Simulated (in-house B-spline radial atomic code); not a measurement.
A fraction x of an electron is removed from 4p in the selenium ion Se³⁺, starting from [Ar] 3d10 4s2 4p1 and keeping the highest spin. All numbers are computed (scalar-relativistic (X2C) BLYP, spin-polarised, spherical fractional occupations; Fermi nucleus of rms radius 4.14 fm) with a B-spline radial code for spherical atoms, not measured.

| x | E(x) - E(0) (eV) | 4p up level (eV) |
| --- | --- | --- |
| 0 | 0.0000 | -36.935 |
| 0.1 | 3.7492 | -38.049 |
| 0.21 | 8.0023 | -39.280 |
| 0.32 | 12.3910 | -40.515 |
| 0.45 | 17.7532 | -41.981 |
| 0.5 | 19.8663 | -42.546 |
| 0.61 | 24.6149 | -43.792 |
| 0.63 | 25.4930 | -44.018 |
| 0.79 | 32.6812 | -45.835 |
| 0.99 | 42.0755 | -48.109 |
| 1 | 42.5571 | - |

The exact functional would give a straight line between the two integer points. Deviations E(x) - E(0) - x[E(1) - E(0)], in eV: -0.507 at x = 0.1, -0.935 at x = 0.21, -1.227 at x = 0.32, -1.397 at x = 0.45, -1.412 at x = 0.5, -1.345 at x = 0.61, -1.318 at x = 0.63, -0.939 at x = 0.79, -0.056 at x = 0.99.

The curve lies below the straight line by up to 1.412 eV (at x = 0.5): convex, the delocalisation error that favours fractional charges.

Q: How well does Slater's transition state (minus the level at half occupation) give the ionisation energy?

A: It gives 42.546 eV against 42.557 eV from the two total energies; NIST lists 42.95 eV, ground level to ground level.
